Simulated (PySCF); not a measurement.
H8N2OSi2, SMILES N[SiH2]O[SiH2]N. Heavy atoms are numbered as in [SiH2:1]([NH2:2])[O:3][SiH2:4][NH2:5]. Hydrogens are named by the atom that carries them.

Geometry: B3LYP-D3(BJ)/def2-SVP. The values are those of a single conformer.

The numbers are results of CAM-B3LYP/def2-TZVP run with PySCF, not measurements.

ESP charges are fitted to the potential on shells at 1.4 to 2.0 van der Waals radii. Atomic charges (e), one atom of each kind:

```json
[
 {"atom": "Si1 (SiH2)", "IAO": "1.13", "ESP fit": "0.85"},
 {"atom": "N2 (NH2)", "IAO": "-0.87", "ESP fit": "…"},
 {"atom": "O3", "IAO": "-0.91", "ESP fit": "-0.59"},
 {"atom": "H on Si1", "IAO": "-0.17", "ESP fit": "…"},
 {"atom": "H on N2", "IAO": "0.27", "ESP fit": "…"}
]
```

Q: What belongs in the gaps? (Estimate from the structure and the level; the computed values follow.)

A: 
- N2 (NH2), ESP fit: -1.14
- H on Si1, ESP fit: -0.14
- H on N2, ESP fit: 0.44

Q: Give the Mayer and Wiberg (Löwdin basis) orders of the bonds. (An estimate is asked for; the answer gives what the named calculation found.)

A: 
| bond | Mayer | Wiberg |
|---|---|---|
| Si1–N2 | 1.14 | 1.55 |
| Si1–O3 | 1.10 | 1.54 |
| O3–Si4 | 1.10 | 1.54 |
| Si4–N5 | 1.14 | 1.55 |
